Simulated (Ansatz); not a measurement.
Frontier orbitals of C11H14OZr (`[CH3][Zr]12345678([OH])([C@H]9[C@@H]1[C@@H]2[C@@H]3[C@H]94)[C@H]1[C@@H]5[C@@H]6[C@@H]7[C@H]18`).

The species carries charge 0 and has multiplicity 1. Correlated methods include outer-core shells of Zr, which these sets cover unevenly. Zr: def2 effective core potential. Geometry: relaxed with PBE0-D4/def2-TZVP. It is one conformer, not always the lowest. Basis def2-TZVPP, Ansatz 0.2.0.

```csv
functional,HOMO (eV),LUMO (eV)
PBE,-5.56,-1.50
```

**Question.** Give HOMO and LUMO (eV) with LDA (SPW92), revPBE, BLYP, r2SCAN, B97M-V, PBE0, B3LYP, r2SCANh, r2SCAN0, HSE06 (plane-wave form), BHLYP, CAM-B3LYP, LC-ωPBE, ωB97X-V, ωB97M-V, HF. (Estimate.)

**Answer.** Computed: 
| functional | HOMO | LUMO |
| --- | --- | --- |
| LDA (SPW92) | -5.74 | -1.76 |
| revPBE | -5.49 | -1.40 |
| BLYP | -5.42 | -1.37 |
| r2SCAN | -5.79 | -1.31 |
| B97M-V | -5.84 | -1.29 |
| PBE0 | -6.67 | -0.58 |
| B3LYP | -6.46 | -0.80 |
| r2SCANh | -6.21 | -0.98 |
| r2SCAN0 | -6.80 | -0.48 |
| HSE06 (plane-wave form) | -6.28 | -0.96 |
| BHLYP | -7.51 | 0.47 |
| CAM-B3LYP | -7.88 | 0.51 |
| LC-ωPBE | -9.16 | 1.59 |
| ωB97X-V | -8.82 | 1.52 |
| ωB97M-V | -8.75 | 1.03 |
| HF | -8.67 | 1.97 |

B3LYP here is the variant with VWN-RPA as its local correlation; programs differ in this. LC-ωPBE has ω = 0.4 bohr⁻¹. Positive LUMOs are unbound and depend on the basis.
